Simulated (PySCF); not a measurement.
Species: `C1C=C[C@@](C)(C=1COC)F`. The columns A, B, C and D hold Mulliken, IAO, Hirshfeld and ESP-fitted charges (e) of one PBE0/pcSseg-1 density (PySCF), in a shuffled order. Coordinates in Å (GFN2-xTB); the density's dipole moment is (-0.62, -0.46, 0.55) D.

```
atom       x       y       z       A       B       C       D
  C1   2.909  -0.599  -0.662  -0.034  -0.203  -0.044  -0.117
  O2   2.460  -0.013   0.537  -0.517  -0.391  -0.144  -0.309
  C3   1.279   0.737   0.393  +0.230  -0.058  +0.001  -0.113
  C4   0.040  -0.089   0.270  -0.305  -0.029  -0.010  -0.070
  C5  -0.158  -1.388   0.526  -0.027  -0.172  -0.056  -0.159
  C6  -1.536  -1.746   0.216  -0.037  -0.145  -0.046  -0.118
  C7  -2.191  -0.675  -0.233  -0.065  -0.184  -0.066  -0.443
  C8  -1.275   0.523  -0.182  +0.086  +0.305  +0.103  +0.678
  C9  -1.786   1.573   0.805  -0.204  -0.427  -0.125  -0.626
 F10  -1.145   1.135  -1.422  -0.321  -0.323  -0.115  -0.296
 H11   3.170   0.170  -1.401  +0.094  +0.122  +0.037  +0.089
 H12   2.155  -1.262  -1.097  +0.104  +0.127  +0.031  +0.080
 H13   3.798  -1.173  -0.408  +0.119  +0.157  +0.050  +0.111
 H14   1.216   1.358   1.295  +0.139  +0.159  +0.049  +0.137
 H15   1.349   1.408  -0.479  +0.112  +0.129  +0.036  +0.122
 H16   0.575  -2.082   0.896  +0.073  +0.160  +0.052  +0.166
 H17  -1.930  -2.740   0.331  +0.086  +0.158  +0.055  +0.159
 H18  -3.212  -0.599  -0.556  +0.086  +0.158  +0.052  +0.204
 H19  -1.097   2.413   0.835  +0.125  +0.147  +0.045  +0.152
 H20  -2.762   1.929   0.481  +0.128  +0.152  +0.047  +0.178
 H21  -1.870   1.136   1.795  +0.129  +0.158  +0.047  +0.176
```

**Question.** Which column most likely holds the ESP-fitted charges?

**Answer.** D. Σ q r misses the density's dipole by 0.02 D (D), 0.40 D (C), 0.70 D (B), 1.21 D (A). Charges fitted to the outside potential are the only set here that is tied to the molecule's multipoles.

**Question.** And the Hirshfeld charges?

**Answer.** C. The mean sizes are 0.058 e (C), 0.144 e (A), 0.184 e (B), 0.215 e (D), and Hirshfeld charges are commonly the smallest of these schemes.

As computed, A = Mulliken, B = IAO, C = Hirshfeld, D = ESP-fitted. Hydrogens on carbon: Mulliken +0.07 to +0.14, IAO +0.12 to +0.16, Hirshfeld +0.03 to +0.06, ESP-fitted +0.08 to +0.20 e.

The Mulliken scheme gives each basis function's population to the atom it is centred on and halves the overlap population of two atoms between them. The Hirshfeld scheme divides the density at each point in proportion to the densities of the neutral, spherically averaged free atoms.

Geometry: GFN2-xTB, one conformer, isolated molecule.

The values belong to the conformer `[CH3:1][O:2][CH2:3][C:4]1=[CH:5][CH:6]=[CH:7][C@:8]1([CH3:9])[F:10]`: C1–O2–C3–C4 76°, O2–C3–C4–C5 14°.
